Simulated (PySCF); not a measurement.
A GIAO shielding run with PySCF 2.14 (density fitting, non-relativistic, gas phase) on SMILES C=N[SiH2][C@@H](C)CF, C4H10FNSi:

```
$ OMP_NUM_THREADS=1 python probes_run.py task.json out

{"job": {"kind": "nmr", "xc": "PBE0", "basis": "pcSseg-1"}, "charge": 0, "multiplicity": 1}
C      2.937095    -0.611779    -0.596704
N      1.992668     0.197771    -0.515743
Si     0.896111     0.669282     0.725460
C     -0.807387     0.278899    -0.054813
C     -1.105799    -1.217669    -0.072684
C     -1.896906     1.027766     0.689703
F     -1.842089     0.761490     2.040895
H      3.474553    -0.711983    -1.537139
H      3.286225    -1.249526     0.220478
H      0.998239     0.035973     2.042862
H      1.102900     2.115681     0.794499
H     -0.821558     0.650817    -1.082662
H     -2.060563    -1.418355    -0.559529
H     -1.153262    -1.604654     0.943046
H     -0.327151    -1.753375    -0.611208
H     -1.779318     2.111010     0.587473
H     -2.900757     0.730683     0.362715
```

Hardware: 1 thread of an Arm Neoverse V2, shared host. The job also computes population analyses, field gradients.

Question: How large is the calculation?

Answer: 64 electrons, 176 basis functions and 930 auxiliary functions.

Question: How long does it take, and how much memory does it need?

Answer: 24 s of wall time, with 14 SCF cycles and 5 response iterations; peak memory 0.8 GiB. Times on a shared host scatter by some tens of per cent.
